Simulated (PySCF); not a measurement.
# MNBr across group 4

Level: PBE0, basis family def2-TZVP, scalar-relativistic core potentials from Rb on and no relativity for lighter atoms.

Each entry is the lowest minimum that a search over a few typed start shapes (and spin states, where more than one is plausible) found, or that minimum re-optimised at the stated level; isomers with ligand–ligand bonds, or fragments after loss of a ligand pair, can lie lower. Open shells are unrestricted; no spin–orbit coupling; PySCF with density fitting.

```csv
molecule,2S+1,point group,mean bond to the central atom (Å),atomisation (kJ/mol),dipole (D),distinct angles (°),lowest ω (cm⁻¹)
BrTiN,1,Cs,1.987,880,5.79,119,160
BrZrN,?,?,?,?,?,?,?
BrHfN,1,Cs,2.129,885,7.13,110,163
```

Task: Fill in the row of BrZrN.

Result: 2S+1: 1; point group: Cs; mean bond to the central atom (Å): 2.127; atomisation (kJ/mol): 978; dipole (D): 6.95; distinct angles (°): 113; lowest ω (cm⁻¹): 157.

Spin–orbit coupling can matter for BrHfN.

Left out of the table are members whose search was unfinished or whose lowest solution was spin-contaminated, unstable, very soft or bonded differently.
